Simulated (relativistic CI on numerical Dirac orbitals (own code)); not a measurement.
# Electric-dipole transitions in Sc VI

Computed by Dirac-Coulomb-Breit CI, separate exchange-only KLI orbitals for each configuration, model QED (radiative potential, 1s self-energy scaled to tabulated hydrogen-like ionisation energies), valence Slater integrals scaled by 0.9, configuration energies shifted to the measured levels that pair with them (semi-empirical) (own radial code, finite nucleus).

CI space (outside the closed core [Ne]): 3s²3p⁴, 3s3p⁵, 3s²3p³3d, 3s²3p³4s, 3s²3p³4d, 3s²3p³5s, 3p⁶, 3s²3p²3d², 3s3p⁴3d, 3p⁴3d², 3s²3p³4p, 3p⁵3d, 3s3p³3d², 3s²3p³4f, 3s3p⁴4s, 3s²3p³5p, 3s²3p³5d, 3s3p⁴4p, 3s²3p³5f, 3s²3p³5g, 3s²3p²3d4s, 3s3p⁴4d, 3s²3p²3d4p, 3s3p⁴4f, 3s3p⁴5s, 3s3p⁴5p, 3s3p⁴5d, 3p⁵4s, 3s3p⁴5f, 3s3p⁴5g. Levels of other configurations are missing.

| λ vac (nm) | Lower | Upper | A (s⁻¹) | E lower (cm⁻¹) | E upper (cm⁻¹) |
| --- | --- | --- | --- | --- | --- |
| 15.253 | 3s²3p⁴ ¹D2 [4] | 3s²3p³5s ¹D°2 [350] | 1.45e+10 | 21335 | 676930 |
| 15.464 | 3s²3p⁴ ³P2 [1] | 3s²3p³5s ³S°1 [291] | 1.22e+10 | 0 | 646650 |
| 15.544 | 3s²3p⁴ ³P1 [2] | 3s²3p³5s ³S°1 [291] | 6.96e+09 | 3320 | 646650 |
| 20.408 | 3s²3p⁴ ³P2 [1] | 3s²3p³4s ³P°2 [90] | 5.47e+09 | 0 | 490016 |
| 20.547 | 3s²3p⁴ ³P1 [2] | 3s²3p³4s ³P°2 [90] | 4.28e+09 | 3320 | 490016 |
| 20.632 | 3s²3p⁴ ³P0 [3] | 3s²3p³4s ³P°1 [87] | 5.32e+09 | 4409 | 489085 |
| 21.081 | 3s²3p⁴ ³P2 [1] | 3s²3p³4s ³D°3 [78] | 1.00e+10 | 0 | 474368 |
| 21.092 | 3s²3p⁴ ¹D2 [4] | 3s²3p³4s ¹P°1 [92] | 1.67e+10 | 21335 | 495460 |
| 21.106 | 3s²3p⁴ ³P2 [1] | 3s²3p³4s ³D°2 [77] | 4.62e+09 | 0 | 473803 |
| 21.255 | 3s²3p⁴ ³P1 [2] | 3s²3p³4s ³D°2 [77] | 5.69e+09 | 3320 | 473803 |
| 21.262 | 3s²3p⁴ ³P1 [2] | 3s²3p³4s ³D°1 [76] | 5.58e+09 | 3320 | 473653 |
| 21.311 | 3s²3p⁴ ³P0 [3] | 3s²3p³4s ³D°1 [76] | 4.23e+09 | 4409 | 473653 |
| 21.804 | 3s²3p⁴ ¹D2 [4] | 3s²3p³4s ¹D°2 [80] | 2.66e+10 | 21335 | 479957 |
| 22.120 | 3s²3p⁴ ³P2 [1] | 3s²3p³4s ³S°1 [70] | 2.17e+10 | 0 | 452070 |
| 22.284 | 3s²3p⁴ ³P1 [2] | 3s²3p³4s ³S°1 [70] | 1.17e+10 | 3320 | 452070 |
| 22.311 | 3s²3p⁴ ¹S0 [5] | 3s²3p³4s ¹P°1 [92] | 1.18e+10 | 47251 | 495460 |
| 22.338 | 3s²3p⁴ ³P0 [3] | 3s²3p³4s ³S°1 [70] | 3.95e+09 | 4409 | 452070 |
| 28.116 | 3s²3p⁴ ³P2 [1] | 3s²3p³3d ³D°1 [44] | 1.95e+09 | 0 | 355664 |
| 28.191 | 3s²3p⁴ ¹D2 [4] | 3s²3p³3d ¹F°3 [46] | 9.37e+10 | 21335 | 376062 |
| 28.234 | 3s²3p⁴ ³P2 [1] | 3s²3p³3d ³D°2 [43] | 1.93e+10 | 0 | 354187 |
| 28.381 | 3s²3p⁴ ³P1 [2] | 3s²3p³3d ³D°1 [44] | 3.43e+10 | 3320 | 355664 |
| 28.418 | 3s²3p⁴ ³P2 [1] | 3s²3p³3d ³D°3 [42] | 8.44e+10 | 0 | 351890 |
| 28.469 | 3s²3p⁴ ³P0 [3] | 3s²3p³3d ³D°1 [44] | 4.76e+10 | 4409 | 355664 |
| 28.501 | 3s²3p⁴ ³P1 [2] | 3s²3p³3d ³D°2 [43] | 6.44e+10 | 3320 | 354187 |
| 28.570 | 3s²3p⁴ ¹S0 [5] | 3s²3p³3d ¹P°1 [53] | 7.77e+10 | 47251 | 397265 |
| 28.897 | 3s²3p⁴ ¹D2 [4] | 3s²3p³3d ¹D°2 [45] | 6.64e+10 | 21335 | 367391 |
| 29.445 | 3s²3p⁴ ³P2 [1] | 3s²3p³3d ³S°1 [41] | 5.58e+09 | 0 | 339617 |
| 29.578 | 3s²3p⁴ ³P2 [1] | 3s²3p³3d ³P°1 [39] | 3.40e+10 | 0 | 338091 |
| 29.736 | 3s²3p⁴ ³P1 [2] | 3s²3p³3d ³S°1 [41] | 3.31e+10 | 3320 | 339617 |
| 29.775 | 3s²3p⁴ ³P2 [1] | 3s²3p³3d ¹P°1 [38] | 2.39e+10 | 0 | 335851 |
| 29.808 | 3s²3p⁴ ³P1 [2] | 3s²3p³3d ³P°0 [40] | 7.41e+10 | 3320 | 338806 |
| 29.824 | 3s²3p⁴ ³P2 [1] | 3s²3p³3d ³P°2 [37] | 5.68e+10 | 0 | 335305 |
| 29.832 | 3s²3p⁴ ³P0 [3] | 3s²3p³3d ³S°1 [41] | 1.95e+10 | 4409 | 339617 |
| 29.969 | 3s²3p⁴ ³P0 [3] | 3s²3p³3d ³P°1 [39] | 2.91e+09 | 4409 | 338091 |
| 30.072 | 3s²3p⁴ ³P1 [2] | 3s²3p³3d ¹P°1 [38] | 4.87e+09 | 3320 | 335851 |
| 30.122 | 3s²3p⁴ ³P1 [2] | 3s²3p³3d ³P°2 [37] | 1.57e+10 | 3320 | 335305 |
| 30.171 | 3s²3p⁴ ³P0 [3] | 3s²3p³3d ¹P°1 [38] | 6.93e+09 | 4409 | 335851 |
| 31.419 | 3s²3p⁴ ¹D2 [4] | 3s²3p³3d ³S°1 [41] | 2.49e+09 | 21335 | 339617 |
| 31.570 | 3s²3p⁴ ¹D2 [4] | 3s²3p³3d ³P°1 [39] | 2.70e+10 | 21335 | 338091 |
| 31.795 | 3s²3p⁴ ¹D2 [4] | 3s²3p³3d ¹P°1 [38] | 3.03e+10 | 21335 | 335851 |
| 32.951 | 3s²3p⁴ ³P2 [1] | 3s²3p³3d ³D°3 [35] | 5.70e+08 | 0 | 303483 |
| 49.316 | 3s²3p⁴ ¹D2 [4] | 3s3p⁵ ¹P°1 [9] | 3.21e+09 | 21335 | 224111 |
| 56.120 | 3s²3p⁴ ³P2 [1] | 3s3p⁵ ³P°1 [7] | 5.81e+08 | 0 | 178191 |
| 57.027 | 3s²3p⁴ ³P2 [1] | 3s3p⁵ ³P°2 [6] | 9.89e+08 | 0 | 175354 |
| 58.128 | 3s²3p⁴ ³P1 [2] | 3s3p⁵ ³P°2 [6] | 3.17e+08 | 3320 | 175354 |

Terms are leading LS components. Brackets give the number of a level in order of energy, since labels repeat. The list gives strong lines, with weight on those to low levels, without configurations that were not tied to measured data, without lines whose two gauges differ by over a factor of 2.5, among the lowest 400 of 1518 levels, so that lines to higher ones, which can be the strongest, are missing. Levels whose partners in the same complex of configurations lie outside the list can be far off, and so can their lines. Rates are taken at the computed energies, electric ones in the length gauge.

Configurations whose levels could be paired with our table of measured levels were shifted onto them, all but the ground configuration, by the median error of their levels; single terms can still be off by 1,000 to 2,000 cm⁻¹ or more, and rates follow the energies as ν³ (E1, M1) or ν⁵ (E2). The others borrow a shift and can be off by several thousand cm⁻¹ or more. 26 of the 34 excited levels that our extract of the measured tables holds in this range could be paired (the sources list more); they are missed by 1097 cm⁻¹ on average and 3935 at most, after the shifts were fitted to these levels, and levels without a partner can miss by more.

Task: From the table, what is the radiative lifetime of 3s²3p³3d ³S°1?

Result: The listed rates from this level add up to about 6.07e+10 s⁻¹, 99 % of its decay; with all channels τ = 1.64e-11 s.

LS names give the leading component of a level, which can be under half, so a name can repeat, a term be missing and a line seem to break the LS rules.
